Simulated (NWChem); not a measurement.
System: CH4BBrO; SMILES CB(O)Br

```xyz
8

B      0.0730    -0.9587     0.0000
Br    -0.0131     0.9935     0.0000
C     -1.2422    -1.7978     0.0000
H     -1.8567    -1.5509     0.8807
H     -1.0353    -2.8776     0.0000
H     -1.8567    -1.5509    -0.8807
O      1.2850    -1.5383     0.0000
H      2.0145    -0.9076     0.0000
```
Atoms are numbered in this order, from 1.

Structure relaxed at the PBE0/def2-SVP level.

Symmetry labels are those of Cs in the frame above (b1 and b2, or b-type labels, depend on it).

Q: List the 4 lowest vertical singlet excitations from CAM-B3LYP/def2-SVPD, TDA (NWChem).

A: 
```json
[
 {"state": "S1", "energy (eV)": "6.82", "oscillator strength": "0.000", "symmetry": "a\"", "leading excitation (squared amplitude)": "HOMO → LUMO+1 (0.98)"},
 {"state": "S2", "energy (eV)": "7.37", "oscillator strength": "0.090", "symmetry": "a'", "leading excitation (squared amplitude)": "HOMO → LUMO (0.71)"},
 {"state": "S3", "energy (eV)": "7.56", "oscillator strength": "0.094", "symmetry": "a'", "leading excitation (squared amplitude)": "HOMO−1 → LUMO+1 (0.67)"},
 {"state": "S4", "energy (eV)": "7.60", "oscillator strength": "0.048", "symmetry": "a\"", "leading excitation (squared amplitude)": "HOMO−1 → LUMO (0.93)"}
]
```
